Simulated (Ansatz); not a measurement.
Total energies of CH3FOSSi, SMILES `O[Si@H]1S[C@H]1F`.

```xyz
8

O     0.957    1.090    1.242
Si    0.375   -0.311    0.654
S    -1.663   -0.620    0.344
C    -0.419   -0.348   -1.012
F    -0.570    0.845   -1.674
H     0.498    1.896    0.990
H     1.223   -1.388    1.186
H    -0.401   -1.163   -1.730
```

Charge 0, multiplicity 1. Geometry: relaxed with PBE0-D4/def2-TZVP. It is one conformer, not always the lowest. Basis def2-TZVPP, Ansatz.

RPA on PBE orbitals: Hartree–Fock energy of these orbitals -900.46479 Eh, correlation -1.48485 Eh (frozen core).

```
functional  energy without D4 (Eh)  D4 term (kJ/mol)
     B3LYP              -902.85655             -31.1
    B2PLYP              -902.43971                 –
```

Question: Give the same for LDA (SPW92), PBE, revPBE, BLYP, r2SCAN, B97M-V, PBE0, r2SCANh, r2SCAN0, HSE06 (plane-wave form), BHLYP, CAM-B3LYP, LC-ωPBE, ωB97X-V, ωB97M-V, PBE-QIDH. (An estimate is asked.)

Answer: Ansatz gave: 
```
             functional  energy without D4 (Eh)  D4 term (kJ/mol)
            LDA (SPW92)              -898.77263                 –
                    PBE              -902.28225             -19.1
                 revPBE              -902.61871             -56.1
                   BLYP              -902.78119             -42.2
                 r2SCAN              -902.67181              -4.4
                 B97M-V              -902.58962                 –
                   PBE0              -902.34123             -16.0
                r2SCANh              -902.65521              -4.7
                r2SCAN0              -902.63169              -5.2
HSE06 (plane-wave form)              -902.31815             -14.9
                  BHLYP              -902.71800             -24.6
              CAM-B3LYP              -902.76926             -16.3
                LC-ωPBE              -902.48883                 –
                ωB97X-V              -902.64360                 –
                ωB97M-V              -902.72166                 –
               PBE-QIDH              -902.14129                 –
```

B3LYP takes the VWN-RPA correlation (the form of Gaussian; ORCA's B3LYP/G). HSE06 is the plane-wave form, built on full-range PBE exchange. The double hybrids freeze the cores in their second-order part.

LC-ωPBE has ω = 0.4 bohr⁻¹.
